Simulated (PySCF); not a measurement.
Computed shifts of a molecule CH3Cl2NSi2, PySCF with HF/pcSseg-1, GIAO, gas phase, atoms alike by connectivity averaged where their shifts nearly agree, in ppm (number of nuclei): ²⁹Si: 32.1 (1), 16.6 (1). ¹³C: 222.2 (1). ¹⁵N: 569.4 (1). ¹H: 10.42 (1), 5.52 (2). References: ³⁵Cl against HCl (σ = 958.2 ppm); ²⁹Si against TMS (σ = 393.8 ppm); ¹³C against TMS (σ = 192.6 ppm); ¹⁵N against NH3 (σ = 267.3 ppm); ¹H against TMS (σ = 31.99 ppm), references at their B3LYP-D3(BJ)/def2-TZVP geometries, non-relativistic (without spin–orbit terms, shifts of atoms bonded to Cl or Br come out too high). Geometry optimised at r2SCAN-D4/def2-SVP. Other conformers were not sampled.

Task: Identify the compound among the candidates.
A. Cl[Si]1(Cl)C=N[SiH2]1
B. Cl[Si]1(Cl)N=C[SiH2]1
C. Cl[Si@H]1C=N[Si@@H]1Cl

Result: A, Cl[Si]1(Cl)C=N[SiH2]1
